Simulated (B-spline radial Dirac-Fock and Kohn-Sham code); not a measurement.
Binding energies of Mn⁺

System: the Mn⁺ ion in the configuration [Ar] 3d6 (not the ground configuration); nuclear rms radius 3.7057 fm (A = 55).

Input of the calculation (task.json; shells as n, l, electrons):

```json
{"items": [{
  "Z": 25,
  "q": 1,
  "cfg": [[1, 0, 2], [2, 0, 2], [2, 1, 6], [3, 0, 2], [3, 1, 6], [3, 2, 6]],
  "A": 55,
  "rrms": 3.7057,
  "do": ["binding"]
}]}
```

Launch: `python xray_run.py task.json out`

These are calculated numbers from an atomic code on a B-spline grid; the model is Dirac-Fock energy differences between relaxed states, corrected for Breit and QED terms. The model has no electron correlation. Energies are counted from the vacuum level.

All terms are in eV, carry their sign (relaxation lowers the binding energy) and add up to the binding energy; ⟨r⟩ is the mean radius of the orbital in the initial state.

```
subshell  −ε (Koopmans)  relaxation  Gaunt  retardation  self-energy  vacuum polarisation  binding energy  ⟨r⟩ (bohr)
       K         6605.0      -42.15  -7.27         0.43        -3.43                 0.29          6552.9       0.061
      L1          806.7      -19.82  -0.44         0.01        -0.34                 0.03           786.2       0.277
      L2          687.5      -21.33  -0.84         0.09         0.04                 0.00           665.4       0.244
      L3          676.8      -21.13  -0.57         0.09         0.02                 0.00           655.3       0.247
      M1          108.7       -5.36  -0.05         0.00        -0.05                 0.00           103.3       0.858
      M2          72.20       -4.84  -0.08         0.01         0.00                 0.00           67.29       0.912
      M3          70.86       -4.73  -0.05         0.01         0.00                 0.00           66.10       0.921
    M4,5          17.27       -2.97   0.01         0.00         0.00                 0.00           14.31       1.265
```

For the deepest level, K (1s), the Breit terms make up -0.104 % of the binding energy, QED -0.048 % and orbital relaxation -0.643 %.

Spin-orbit splittings: 2p 10.18 eV, 3p 1.20 eV.
